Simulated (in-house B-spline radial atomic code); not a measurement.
Results of a calculation; reference values are marked as such.
Making a Troullier-Martins s channel for Al, r_c = 2.35 bohr

Al, [Ne] 3s2 3p1, non-relativistic LDA (VWN5), spherical and spin-unpolarised, from an all-electron radial atomic-structure program (B-spline basis) (atomic units). The all-electron 3s level is ε = -0.286883 hartree, its outermost node lies just inside 0.81 bohr and its outer maximum at 2.08 bohr.

Inside r_c the pseudo-orbital is u(r) = r^1 exp(p(r)), with p = c0 + c2 r² + c4 r⁴ + … + c12 r¹². The seven coefficients follow from p and its first four derivatives at r_c, from zero curvature of the screened potential at the origin, c4 = −c2²/(2l + 5), and from the norm inside r_c. At r_c the all-electron orbital has P = 0.6564274, P' = -0.1150704, the screened potential V = -0.5226932, V' = 0.4230678, V'' = -0.4866102, and the norm inside is Q = 0.4832267.

Question: What are p, p' and p'' at r_c?

Answer: p = ln(P/r_c^1) = ln(0.6564274/2.35) = -1.27536. p' = P'/P − 1/r_c = -0.17530 − 0.42553 = -0.60083. The radial equation gives p'' = 2(V − ε) − 2(1) p'/r_c − p'² = -0.47162 − (-0.51134) − 0.36100 = -0.32127. Differentiating, p''' = 2V' + 2(1)p'/r_c² − 2(1)p''/r_c − 2p'p'' = 0.51591, and p'''' = 2V'' − 4(1)p'/r_c³ + 4(1)p''/r_c² − 2(1)p'''/r_c − 2p''² − 2p'p''' = -1.0463.

For a trial c2 the five matching conditions are linear in c0, c6, c8, c10 and c12, and c2 is varied until the norm inside r_c equals Q. The root nearest zero gives:

```tsv
n	c_n
0	-1.397091
2	0.3079903
4	-0.0189716
6	-0.03291215
8	0.009034353
10	-0.000959798
12	3.770966e-05
```

Question: Check c4 and p(r_c), and find the screened pseudopotential at the origin.

Answer: −c2²/5 = -0.0189716, as listed. The terms c_n r_c^n are -1.39709, 1.70088, -0.57860, -5.54324, 8.40311, -4.93013, 1.06971, which sum to -1.27536. Inverting the radial equation, V_l(r) = ε + 1 p'/r + (p'' + p'²)/2, so V_l(0) = ε + (2l + 3) c2 = -0.286883 + 3 × (0.30799) = 0.6371 hartree, finite where the all-electron potential diverges.

Orbitals and screened potentials:

| r (bohr) | P | u | V all-electron | V pseudo |
| --- | --- | --- | --- | --- |
| 0.235 | -0.1458 | 0.05911 | -31.66 | 0.6349 |
| 0.588 | -0.222 | 0.1612 | -6.932 | 0.5575 |
| 0.94 | 0.147 | 0.2954 | -2.914 | 0.2088 |
| 1.293 | 0.4528 | 0.4615 | -1.584 | -0.4307 |
| 1.645 | 0.618 | 0.6083 | -1.01 | -0.8928 |
| 1.998 | 0.6729 | 0.6719 | -0.7082 | -0.7762 |
| 2.35 | 0.6564 | 0.6564 | -0.5227 | -0.5227 |

Logarithmic derivatives P'/P at R = 2.65 bohr, for energies E around ε:

```json
{"E − ε (hartree)": "-0.5", "all-electron": "0.698376", "pseudo": "0.693963"}
{"E − ε (hartree)": "-0.25", "all-electron": "0.309458", "pseudo": "0.307196"}
{"E − ε (hartree)": "-0.1", "all-electron": "-0.0152175", "pseudo": "-0.0158265"}
{"E − ε (hartree)": "0", "all-electron": "-0.300584", "pseudo": "-0.300584"}
{"E − ε (hartree)": "0.1", "all-electron": "-0.679305", "pseudo": "-0.680754"}
{"E − ε (hartree)": "0.25", "all-electron": "-1.59834", "pseudo": "-1.62021"}
{"E − ε (hartree)": "0.5", "all-electron": "-9.06225", "pseudo": "-10.8998"}
```

Question: With P(R) = 0.6104923 and a norm of 0.60431 inside R, what slope in energy does norm conservation fix?

Answer: d(P'/P)/dE = −2 × (norm inside R)/P(R)² = -3.2429 per hartree·bohr at E = ε, for both atoms, since orbital and norm agree at R. Differences over ±0.1 hartree give -3.3204 (all-electron) and -3.3246 (pseudo), which also hold third-order terms. Half a hartree below ε the two curves differ by -0.0044.
